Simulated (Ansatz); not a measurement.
`O[SiH](F)[Si](O)(O)O` + `BO` → `BO[Si](O)(O)O` + `O[SiH2]F`  (cleavage of the Si–Si bond)

Computed with Ansatz on PBE0-D4/def2-TZVP structures; ΔE is electronic, products minus reactants. CCSD(T)/CBS is the MP2 limit (def2-TZVPP, def2-QZVPP) plus CCSD(T) − MP2 in def2-TZVPP, frozen cores. This one scheme is used for every species. Functionals use def2-TZVPP. B3LYP here is the variant with VWN-RPA as its local correlation; programs differ in this. One conformer a species, not always the lowest.

`O[SiH](F)[Si](O)(O)O`:

Cartesian coordinates in Å:
```
O -0.843 0.541 -2.032
Si 0.411 -0.294 -1.370
F 0.264 -1.853 -1.725
Si 0.108 0.039 0.928
O -1.502 0.230 1.193
O 0.582 -1.181 1.909
O 1.023 1.342 1.287
H -0.859 0.685 -2.979
H 1.697 0.123 -1.989
H -1.991 0.697 0.512
H -0.049 -1.887 2.055
H 1.159 1.560 2.212
```

`BO`:

Cartesian coordinates in Å:
```
B 0.214 0.282 0.227
O -0.662 -0.143 -0.704
H 0.337 1.466 0.353
H 0.834 -0.506 0.890
H -0.723 -1.100 -0.765
```

`BO[Si](O)(O)O`:

Cartesian coordinates in Å:
```
B -0.077 -1.412 1.492
O 0.006 -0.131 1.089
Si -0.044 0.564 -0.400
O -1.034 -0.201 -1.435
O -0.677 2.052 -0.273
O 1.515 0.543 -0.882
H 0.018 -1.648 2.663
H -0.243 -2.293 0.686
H -0.762 -1.065 -1.748
H -0.430 2.570 0.493
H 1.730 1.021 -1.684
```

`O[SiH2]F`:

Cartesian coordinates in Å:
```
O -0.431 -1.159 -0.301
Si 0.218 0.241 0.222
F -0.921 1.273 0.652
H -0.877 -1.178 -1.149
H 1.013 -0.092 1.419
H 0.998 0.914 -0.843
```

```
             level  ΔE (eV)
          B3LYP-D4    -1.25
           ωB97M-V    -1.33
            B2PLYP    -1.34
            r2SCAN    -1.29
    MP2/def2-TZVPP    -1.40
     HF/def2-QZVPP    -1.67
SCS-MP2/def2-QZVPP    -1.43
     MP2/CBS(def2)    -1.38
```

(1) What does CCSD(T)/CBS give? (Best estimate.)

Largest T1 diagnostic among the species: 0.014.

Answers

(1) Computed: -1.33 eV. The listed levels differ from it by 0.08, 0.00, -0.01, 0.04, -0.07, -0.34, -0.10, -0.05 eV.

From PBE to PBE0 (25 % exact exchange), in def2-TZVPP and without D4, ΔE moves by −0.15 eV. The D4 term adds +0.04 eV with B3LYP and +0.02 eV with PBE0; it sums over pairs of atoms, weighted by their polarisabilities, and B3LYP, whose exchange is more repulsive, gets the larger term. In def2-TZVPP, CCSD(T) changes the Hartree–Fock value by +0.29 eV (the triples alone add +0.04 eV) and MP2 by +0.24 eV.
